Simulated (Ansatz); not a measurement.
Ideal-gas functions of `[OH][GeH]([F])[SH]` at 298.15 K and 1 bar, from an Ansatz frequency run at PBE0-D4/def2-TZVP.

Molar mass 142.7 g/mol, point group C1 (symmetry number 1), electronic degeneracy 1, moments of inertia 93.179, 175.831, 230.39 u Å². Harmonic wavenumbers (cm⁻¹, unscaled): 142, 172, 195, 240, 311, 422, 685, 706, 715, 747, 767, 939, 2219, 2706, 3882.

Use S(trans) = R[1.5 ln M + 2.5 ln T − 1.1517]; rotational temperatures θ = 24.2544 K / I; S(rot) = R[ln(√π/σ · √(T³/θAθBθC)) + 1.5]; for each mode x = 1.438777 ν̃/T, S = R[x/(eˣ − 1) − ln(1 − e⁻ˣ)] and H = RT x/(eˣ − 1); 1 cm⁻¹ = 0.0119627 kJ/mol; R = 8.31446 J/(mol·K).

Question: By hand: the entropy, in J/(mol·K).

Answer: Translation 170.7. Rotation: θ = 0.2603, 0.1379, 0.1053 K, giving 111.5. Vibration, mode by mode: 11.62, 10.10, 9.12, 7.54, 5.68, 3.70, 1.36, 1.25, 1.21, 1.07, 0.99, 0.50, 0.00, 0.00, 0.00, in all 54.1. Electronic 0.0. Sum 336.3 J/(mol·K).

Question: By hand: H − E and G − E in kJ/mol, counted from the electronic energy.

Answer: Zero-point energy ½ × 14848 × 0.0119627 = 88.8; thermal vibration 9.4; translation, rotation and pV give 4 RT = 9.9. H − E = 108.1 kJ/mol, and G − E = 108.1 − 298.15 × 336.3/1000 = 7.8 kJ/mol.

Vibration gives 16 % of the entropy, 11.6 J/(mol·K) of it from the mode under 150 cm⁻¹: soft modes count most, and the harmonic formula is weakest for them. The sum counts one conformer and one mirror image; others add a mixing term.
